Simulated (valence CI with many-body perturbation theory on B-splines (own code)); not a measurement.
## Pd41+: key properties

Calculated by relativistic CI+MBPT: three valence electrons over a frozen Dirac-Fock core [He], radial functions for each j: 11 s, 11 p, 10 d, 8 f, 5 g, 2 h, with the one-electron correlation potential Σ1 (screened to all orders), the two-electron term Σ2, the three-electron term Σ3, Breit, model QED; selected single and double excitations, second order for the rest, scaled by the run's own slope (own B-spline code, finite nucleus).

The last digits are not significant, and no measured levels were compared; by estimate large intervals hold to a few tenths of a per cent, small ones and those within an open d or f shell to about a per cent.

Levels are named by their leading jj configuration (3d3/2^4 stands for four electrons in 3d with j = 3/2), which in mixed levels can hold well under half, so a name can repeat and another be missing.

Rates and lifetimes use the calculated energies. Strong lines usually hold to 10 to 20 %, long lifetimes can be off by a factor of two.

(1) What is the ground level?

(2) How well does LS coupling describe the low levels?

(3) Among levels below 386.89 Ry, which E1 lines absorb most strongly from the ground level?

(4) Where does the other parity begin?

(5) What is the ionisation energy?

## Answers

(1) (2s^2 2p1/2) J=1/2, composition 99 % 2s²2p ²P°, g = 0.648.

(2) Among the lowest 20 levels the leading LS term, summed over configurations, holds 76 % on average. For single configurations the figures are 74 % in LS and 94 % in jj coupling. Terms mix most in the J = 3/2 level at 35.10 Ry, where the leading one holds 43 %.

(3) to (2s^2 3d3/2) J=3/2 at 0.3300 nm, f = 0.783; to (2s 2p1/2 3p3/2) J=3/2 at 0.3236 nm, f = 0.204; to (2s 2p1/2 3p3/2) J=1/2 at 0.3242 nm, f = 0.133.

(4) At (2s 2p1/2^2) J=1/2, 9.40 Ry.

(5) 6471 eV; NIST lists 6469 ± 5 eV (semi-empirical).
